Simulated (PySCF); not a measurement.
A geometry optimisation on `CC(=O)NB(O)O`.

Method: PBE0-D3(BJ)/def2-SVP geometry optimisation, gas phase (PySCF 2.14.0). Start geometry: GFN2-xTB. The command runs a driver script over a list of jobs; the input below is this job's line of settings and its coordinates in Å.

Command:
```bash
OMP_NUM_THREADS=1 python probes_run.py task.json out
```

Input:
```
{"job": {"xc": "PBE0", "basis": "def2-SVP", "d3": "d3bj", "grid": 1, "shake": 0.01, "kind": "geom"}, "charge": 0, "multiplicity": 1}
C      2.117660    -0.151600    -0.590410
C      0.756960     0.455870    -0.201680
O      0.548290     1.656330    -0.119600
N     -0.179620    -0.452960     0.043500
B     -1.584560    -0.129890     0.429500
O     -2.410230    -1.172090     0.637840
O     -1.968010     1.147820     0.588630
H      2.841160     0.677390    -0.707980
H      2.435110    -0.823320     0.181960
H      1.997380    -0.656150    -1.531100
H      0.024520    -1.431200    -0.039120
H     -3.286790    -0.921130     0.902930
H     -1.286030     1.784050     0.395210
```

Problem. What does the run print?

Solution. 
```
step   0  E = -384.57348962  max force = 0.052704
step   1  E = -384.57747353  max force = 0.017434
step   2  E = -384.57569781  max force = 0.011734
step   3  E = -384.57825656  max force = 0.008365
step   4  E = -384.57901637  max force = 0.004654
step   5  E = -384.57930260  max force = 0.004783
step   6  E = -384.57960598  max force = 0.002459
step   7  E = -384.57970772  max force = 0.001063
step   8  E = -384.57972135  max force = 0.000879
step   9  E = -384.57973557  max force = 0.000255
optimisation converged
```

Energies in Eh; «max force» is the largest Cartesian gradient component in Eh/bohr.

Problem. Give the first gradient maximum in eV/Å.

Solution. With 1 Eh/bohr = 51.422 eV/Å, 2.710 eV/Å.

Problem. At which steps does the energy rise by more than 1e-5 Eh?

Solution. At step 2 (+1.78 mEh).

Summary of the converged run: final energy -384.57974 Eh after 9 steps; dipole 2.92 D.

Problem. Where do the atoms end?

Solution. 0.089 Å rms from the input after alignment:
```
atom  x, y, z in Å
C1     1.8783   -0.0014   -1.1180
C2     0.6946    0.4666   -0.3125
O3     0.5678    1.6352    0.0268
N4    -0.2216   -0.4885    0.0230
B5    -1.4290   -0.2161    0.8018
O6    -2.2299   -1.2867    1.0541
O7    -1.7053    1.0297    1.2304
H8     2.4879    0.8648   -1.3974
H9     2.4882   -0.6983   -0.5220
H10    1.5512   -0.5327   -2.0248
H11   -0.0430   -1.4351   -0.2885
H12   -2.9984   -1.0254    1.5719
H13   -0.9762    1.6174    0.9328
```

Problem. How long does this job take on one thread of an Arm Neoverse V1 (shared host)? And the peak memory of the process?

Solution. About 1.7 min, with 0.49 GiB resident at the peak, the Python interpreter and its libraries included.
Labels such as C1 count atoms from 1, the log's own numbers from 0.
